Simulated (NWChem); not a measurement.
System: Si2H4O, singlet; SMILES O[Si][SiH3]

The following NWChem deck was run.

```
start job
memory heap 200 mb stack 900 mb global 1100 mb
geometry units angstroms noautoz
  Si    -0.774517     0.915114     0.000060
  O      0.704034     1.694302    -0.001035
  H      1.523145     1.184652    -0.000260
  Si     0.047232    -1.396958     0.002407
  H      1.552528    -1.461059     0.005440
  H     -0.433663    -2.147603    -1.205376
  H     -0.438793    -2.148160     1.207731
end
basis spherical
  * library def2-svp
end
dft
  xc pbe0
  iterations 150
  vectors input atomic output neutral.movecs
end
task dft energy
charge 1
dft
  odft
  mult 2
  vectors input atomic output cation.movecs
end
task dft energy
```

Excerpt of the output:

```
             Northwest Computational Chemistry Package (NWChem) 7.3.0
             --------------------------------------------------------

 C1  symmetry detected

                             Geometry "geometry" -> ""
                             -------------------------

 Output coordinates in angstroms (scale by  1.889725989 to convert to a.u.)

  No.       Tag          Charge          X              Y              Z
 ---- ---------------- ---------- -------------- -------------- --------------
    1 Si                  14.0000    -0.71294131     0.86162240     0.00002727
    2 O                    8.0000     0.76823939     1.63580061    -0.00001713
    3 H                    1.0000     1.58562009     1.12337967     0.00033440
    4 Si                  14.0000     0.10097482    -1.45321980     0.00002589
    5 H                    1.0000     1.60604470    -1.52242023     0.00321266
    6 H                    1.0000    -0.38227613    -2.20094235    -1.20862922
    7 H                    1.0000    -0.38777298    -2.20405838     1.20447502

 Effective nuclear repulsion energy (a.u.)     132.4953085095

                                 NWChem DFT Module
                                 -----------------

 Summary of "ao basis" -> "ao basis" (spherical)
 ------------------------------------------------------------------------------
       Tag                 Description            Shells   Functions and Types
 ---------------- ------------------------------  ------  ---------------------
 Si                         def2-svp                 8       18   4s3p1d
 O                          def2-svp                 6       14   3s2p1d
 H                          def2-svp                 3        5   2s1p

            General Information
            -------------------
          SCF calculation type: DFT
          Wavefunction type:  closed shell.
          No. of atoms     :     7
          No. of electrons :    40
           Alpha electrons :    20
            Beta electrons :    20
          Charge           :     0
          Spin multiplicity:     1
          Use of symmetry is: off; symmetry adaption is: off
          Maximum number of iterations: 150
          AO basis - number of functions:    70
                     number of shells:    34
          Convergence on energy requested:  1.00D-06
          Convergence on density requested:  1.00D-05
          Convergence on gradient requested:  5.00D-04

              XC Information
              --------------
                         PBE0 Method XC Functional
                     Hartree-Fock (Exact) Exchange  0.250
          PerdewBurkeErnzerhof Exchange Functional  0.750
            Perdew 1991 LDA Correlation Functional  1.000 local
           PerdewBurkeErnz. Correlation Functional  1.000 non-local

             Grid Information
             ----------------
          Grid used for XC integration:  medium
          Radial quadrature: Mura-Knowles
          Angular quadrature: Lebedev.
          Tag              B.-S. Rad. Rad. Pts. Rad. Cut. Ang. Pts.
          ---              ---------- --------- --------- ---------
          Si                  1.10       88          10.0       590
          O                   0.60       49          11.0       434
          H                   0.35       45          11.0       434
          Grid pruning is: on
          Number of quadrature shells:   405
          Spatial weights used:  Erf1

      Superposition of Atomic Density Guess
      -------------------------------------

 Sum of atomic energies:        -654.16535857

      Non-variational initial energy
      ------------------------------

 Total energy =    -654.754693
 1-e energy   =   -1169.631834
 2-e energy   =     382.381832
 HOMO         =      -0.193565
 LUMO         =      -0.056500

   convergence    iter        energy       DeltaE   RMS-Dens  Diis-err
 ---------------- ----- ----------------- --------- --------- ---------
 d= 0,ls=0.0,diis     1   -655.9597071597 -7.88D+02  1.50D-02  4.80D-01
 d= 0,ls=0.0,diis     2   -655.8553034569  1.04D-01  9.37D-03  1.51D+00
 d= 0,ls=0.0,diis     3   -656.0169148494 -1.62D-01  1.46D-03  1.85D-02
 d= 0,ls=0.0,diis     4   -656.0188171146 -1.90D-03  3.99D-04  6.13D-04
 d= 0,ls=0.0,diis     5   -656.0189162825 -9.92D-05  8.73D-05  1.88D-05
  Resetting Diis
 d= 0,ls=0.0,diis     6   -656.0189202320 -3.95D-06  1.49D-05  7.02D-07
 d= 0,ls=0.0,diis     7   -656.0189203602 -1.28D-07  3.65D-06  1.02D-08

         Total DFT energy =     -656.018920360195
      One electron energy =    -1171.837556608240
           Coulomb energy =      434.840841157445
    Exchange-Corr. energy =      -51.517513418852
 Nuclear repulsion energy =      132.495308509452

 Numeric. integr. density =       40.000042237242

                       DFT Final Molecular Orbital Analysis
                       ------------------------------------

 Vector   18  Occ=2.000000D+00  E=-3.560747D-01
              MO Center= -1.6D-01, -1.7D+00, -2.2D-03, r^2= 2.9D+00
   Bfn.  Coefficient  Atom+Function         Bfn.  Coefficient  Atom+Function
  ----- ------------  ---------------      ----- ------------  ---------------
    61     -0.310278  6 H  s                 66      0.309888  7 H  s
    47      0.285563  4 Si pz                50      0.233486  4 Si pz
    62     -0.167003  6 H  s                 67      0.166752  7 H  s
    24     -0.164489  2 O  pz                44     -0.163829  4 Si pz
    27     -0.126860  2 O  pz                52     -0.050618  4 Si d -1

 Vector   19  Occ=2.000000D+00  E=-3.427317D-01
              MO Center=  5.3D-02, -3.4D-02,  4.2D-04, r^2= 4.4D+00
   Bfn.  Coefficient  Atom+Function         Bfn.  Coefficient  Atom+Function
  ----- ------------  ---------------      ----- ------------  ---------------
    23      0.342218  2 O  py                 3      0.286797  1 Si s
    26      0.257196  2 O  py                 4      0.222060  1 Si s
    56      0.175137  5 H  s                  2      0.173310  1 Si s
    46      0.168693  4 Si py                61     -0.164029  6 H  s
    66     -0.164351  7 H  s                 22      0.162149  2 O  px

 Vector   20  Occ=2.000000D+00  E=-2.288653D-01
              MO Center= -6.2D-01,  3.4D-01,  1.4D-05, r^2= 3.7D+00
   Bfn.  Coefficient  Atom+Function         Bfn.  Coefficient  Atom+Function
  ----- ------------  ---------------      ----- ------------  ---------------
     3      0.318443  1 Si s                  4      0.309931  1 Si s
    49     -0.281990  4 Si py                11     -0.280572  1 Si px
    46     -0.245017  4 Si py                 9      0.229330  1 Si py
     8     -0.211677  1 Si px                12      0.195176  1 Si py
     2      0.187038  1 Si s                 40     -0.185289  4 Si s

 Vector   21  Occ=0.000000D+00  E=-8.839117D-02
              MO Center= -5.8D-01,  6.4D-01,  7.6D-05, r^2= 3.1D+00
   Bfn.  Coefficient  Atom+Function         Bfn.  Coefficient  Atom+Function
  ----- ------------  ---------------      ----- ------------  ---------------
    13      0.664798  1 Si pz                10      0.377229  1 Si pz
    27     -0.248264  2 O  pz                24     -0.243309  2 O  pz
     7     -0.199793  1 Si pz                50      0.182252  4 Si pz
    62      0.182544  6 H  s                 67     -0.182111  7 H  s
    61      0.091611  6 H  s                 66     -0.091309  7 H  s

 Vector   22  Occ=0.000000D+00  E=-5.383152D-03
              MO Center= -9.7D-02,  2.4D-01, -4.8D-05, r^2= 4.8D+00
   Bfn.  Coefficient  Atom+Function         Bfn.  Coefficient  Atom+Function
  ----- ------------  ---------------      ----- ------------  ---------------
    12      0.652939  1 Si py                21     -0.561878  2 O  s
    57     -0.530325  5 H  s                 49      0.495465  4 Si py
    48      0.438796  4 Si px                34      0.329198  3 H  s
    11      0.314029  1 Si px                67      0.251453  7 H  s
    41      0.248622  4 Si s                 62      0.249182  6 H  s

 Vector   23  Occ=0.000000D+00  E= 4.144079D-02
              MO Center=  6.4D-02, -7.5D-01, -2.1D-04, r^2= 5.1D+00
   Bfn.  Coefficient  Atom+Function         Bfn.  Coefficient  Atom+Function
  ----- ------------  ---------------      ----- ------------  ---------------
    48      1.032247  4 Si px                 4      0.792388  1 Si s
    57     -0.773605  5 H  s                 49     -0.723693  4 Si py
    12     -0.679588  1 Si py                34     -0.527080  3 H  s
    11      0.500266  1 Si px                41     -0.367035  4 Si s
     3      0.257908  1 Si s                 25      0.213031  2 O  px

     Multipole analysis of the density
     ---------------------------------

     L   x y z        total         alpha         beta         nuclear
     -   - - -        -----         -----         ----         -------
     0   0 0 0     -0.000000    -20.000000    -20.000000     40.000000

     1   1 0 0      0.401566      0.200783      0.200783      0.000000
     1   0 1 0     -0.141759     -0.070880     -0.070880     -0.000000
     1   0 0 1      0.000447      0.000223      0.000223      0.000000

     2   2 0 0    -25.184565    -43.607592    -43.607592     62.030619
     2   1 1 0      1.351231     -0.094600     -0.094600      1.540431
     2   1 0 1      0.000180     -0.000475     -0.000475      0.001130
     2   0 2 0    -30.458398   -148.515403   -148.515403    266.572409
     2   0 1 1      0.000721     -0.000448     -0.000448      0.001616
     2   0 0 2    -24.464341    -17.430846    -17.430846     10.397351

                                 NWChem DFT Module
                                 -----------------

            General Information
            -------------------
          SCF calculation type: DFT
          Wavefunction type:  spin polarized.
          No. of atoms     :     7
          No. of electrons :    39
           Alpha electrons :    20
            Beta electrons :    19
          Charge           :     1
          Spin multiplicity:     2
          Use of symmetry is: off; symmetry adaption is: off
          Maximum number of iterations: 150
          AO basis - number of functions:    70
                     number of shells:    34
          Convergence on energy requested:  1.00D-06
          Convergence on density requested:  1.00D-05
          Convergence on gradient requested:  5.00D-04

              XC Information
              --------------
                         PBE0 Method XC Functional
                     Hartree-Fock (Exact) Exchange  0.250
          PerdewBurkeErnzerhof Exchange Functional  0.750
            Perdew 1991 LDA Correlation Functional  1.000 local
           PerdewBurkeErnz. Correlation Functional  1.000 non-local

             Grid Information
             ----------------
          Grid used for XC integration:  medium
          Radial quadrature: Mura-Knowles
          Angular quadrature: Lebedev.
          Tag              B.-S. Rad. Rad. Pts. Rad. Cut. Ang. Pts.
          ---              ---------- --------- --------- ---------
          Si                  1.10       88          10.0       590
          O                   0.60       49          11.0       434
          H                   0.35       45          11.0       434
          Grid pruning is: on
          Number of quadrature shells:   405
          Spatial weights used:  Erf1

      Superposition of Atomic Density Guess
      -------------------------------------

 Sum of atomic energies:        -654.16535857

 Renormalizing density from      40.00 to     39

      Non-variational initial energy
      ------------------------------

 Total energy =    -644.394000
 1-e energy   =   -1140.391038
 2-e energy   =     363.501730
 HOMO         =      -0.485013
 LUMO         =      -0.337017

   convergence    iter        energy       DeltaE   RMS-Dens  Diis-err
 ---------------- ----- ----------------- --------- --------- ---------
 d= 0,ls=0.0,diis     1   -655.5624069130 -7.88D+02  1.31D-02  3.89D-01
                                                     1.43D-02  3.86D-01
 d= 0,ls=0.0,diis     2   -654.6250415815  9.37D-01  9.97D-03  2.24D+00
                                                     1.18D-02  2.24D+00
 d= 0,ls=0.0,diis     3   -655.6985847808 -1.07D+00  2.26D-03  2.77D-02
                                                     2.01D-03  2.58D-02
 d= 0,ls=0.0,diis     4   -655.7128497381 -1.43D-02  7.46D-04  1.13D-03
                                                     6.16D-04  1.07D-03
 d= 0,ls=0.0,diis     5   -655.7136495927 -8.00D-04  1.59D-04  9.55D-05
                                                     2.33D-04  1.02D-04
  Resetting Diis
 d= 0,ls=0.0,diis     6   -655.7137503668 -1.01D-04  9.85D-05  7.84D-06
                                                     6.51D-05  6.51D-06
 d= 0,ls=0.0,diis     7   -655.7137623625 -1.20D-05  2.56D-05  1.14D-06
                                                     3.39D-05  7.79D-07
 d= 0,ls=0.0,diis     8   -655.7137639969 -1.63D-06  1.16D-05  5.84D-07
                                                     1.08D-05  9.57D-07
 d= 0,ls=0.0,diis     9   -655.7137644406 -4.44D-07  1.24D-05  3.29D-07
                                                     8.99D-06  1.40D-07
 d= 0,ls=0.0,diis    10   -655.7137646807 -2.40D-07  5.80D-06  2.76D-08
                                                     9.10D-06  6.60D-08

         Total DFT energy =     -655.713764680723
      One electron energy =    -1162.223878220469
           Coulomb energy =      425.238429274269
    Exchange-Corr. energy =      -51.223624243975
 Nuclear repulsion energy =      132.495308509452

 Numeric. integr. density =       39.000033178044

                    DFT Final Alpha Molecular Orbital Analysis
                    ------------------------------------------

 Vector   18  Occ=1.000000D+00  E=-5.587671D-01
              MO Center=  5.1D-01, -1.2D+00, -8.2D-03, r^2= 3.3D+00
   Bfn.  Coefficient  Atom+Function         Bfn.  Coefficient  Atom+Function
  ----- ------------  ---------------      ----- ------------  ---------------
    56      0.340402  5 H  s                 45      0.273734  4 Si px
    48      0.205605  4 Si px                61     -0.195273  6 H  s
    23      0.193009  2 O  py                66     -0.188994  7 H  s
    42     -0.149899  4 Si px                57      0.149968  5 H  s
    26      0.137471  2 O  py                 3      0.134379  1 Si s

 Vector   19  Occ=1.000000D+00  E=-5.581660D-01
              MO Center= -1.7D-01, -1.8D+00,  7.6D-03, r^2= 2.5D+00
   Bfn.  Coefficient  Atom+Function         Bfn.  Coefficient  Atom+Function
  ----- ------------  ---------------      ----- ------------  ---------------
    47      0.323752  4 Si pz                66      0.317754  7 H  s
    61     -0.313925  6 H  s                 50      0.264161  4 Si pz
    44     -0.177296  4 Si pz                24     -0.129902  2 O  pz
    67      0.121330  7 H  s                 62     -0.119881  6 H  s
    27     -0.098602  2 O  pz                54      0.046276  4 Si d  1

 Vector   20  Occ=1.000000D+00  E=-4.975171D-01
              MO Center= -4.8D-01,  2.3D-01, -4.7D-05, r^2= 3.6D+00
   Bfn.  Coefficient  Atom+Function         Bfn.  Coefficient  Atom+Function
  ----- ------------  ---------------      ----- ------------  ---------------
     3      0.317576  1 Si s                  9      0.300877  1 Si py
    46     -0.289392  4 Si py                11     -0.251868  1 Si px
     8     -0.232678  1 Si px                12      0.228572  1 Si py
    49     -0.206104  4 Si py                23     -0.174138  2 O  py
     2      0.154711  1 Si s                 43      0.144501  4 Si py

[...]
```

Level: PBE0/def2-SVP, vertical spin-unrestricted ions. Low-valent species are run as closed-shell singlets; no triplet was tried in these runs. Geometry: optimised at PBE0/def2-SVP.
